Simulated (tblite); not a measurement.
Species: C3H11OPSi.
Atom-mapped SMILES: `[CH3:1][CH2:2][P@@H:3](=[O:4])[CH2:5][SiH3:6]` (hydrogens: H7, H8, H9 on C1; H10, H11 on C2; H12 on P3; H13, H14 on C5; H15, H16, H17 on Si6)

The geometry is computed with GFN2-xTB (gas phase).

Q: List the bond lengths, angles and torsions at this level.

A: 
```csv
bond,length (Å),order
C1–C2,1.519,single
C2–P3,1.834,single
P3=O4,1.465,double
P3–C5,1.813,single
C5–Si6,1.905,single
"C1–H7, C1–H8, C1–H9",1.088,single
C2–H10,1.095,single
C2–H11,1.095,single
P3–H12,1.400,single
C5–H13,1.091,single
C5–H14,1.087,single
"Si6–H15, Si6–H17",1.466,single
Si6–H16,1.457,single
```

Bonds in one row agree within 0.01 Å and their mean is given. Orders are formal, as drawn. A selection of angles:
```csv
angle,degrees
C2–C1–H7,110.3
C2–C1–H8,111.1
H7–C1–H8,108.2
C1–C2–P3,114.9
C1–C2–H10,111.0
C1–C2–H11,111.7
P3–C2–H10,105.1
P3–C2–H11,106.6
H10–C2–H11,106.9
C2–P3–O4,112.9
C2–P3–C5,109.1
C2–P3–H12,102.2
O4–P3–C5,114.6
O4–P3–H12,113.6
C5–P3–H12,103.2
P3–C5–Si6,107.6
P3–C5–H13,107.1
P3–C5–H14,110.2
Si6–C5–H13,110.9
Si6–C5–H14,112.2
H13–C5–H14,108.8
C5–Si6–H15,106.3
C5–Si6–H16,110.5
C5–Si6–H17,108.2
H15–Si6–H16,110.7
H15–Si6–H17,109.6
```

Torsions: C1–C2–P3–O4 176° (antiperiplanar); C2–P3–C5–Si6 173° (antiperiplanar).

The 2 C–P bonds span 1.813 Å (P3–C5, drawn single) to 1.834 Å (C2–P3, drawn single), a spread of 0.021 Å. P3 (phosphoryl phosphorus) is distorted tetrahedral (angles from 102.2° to 114.6°). Of the pairs four or more bonds apart, H8···H14 is among the closest relative to their van der Waals radii: 2.45 Å, 102 % of the sum of Bondi's values. Si6 (SiH3 silicon) is tetrahedral (angles from 106.3° to 111.3°).

Point group: C1 (no symmetry element, even within 0.4 Å). Its GFN2-xTB frequencies are all real (lowest 52 cm⁻¹). One conformer, not necessarily the lowest.

The run took 1.4 s of wall time on one thread, Arm Neoverse V1 (aarch64), no GPU, shared host with 32 logical CPUs at a one-minute load of 12. These figures are those of the optimisation.
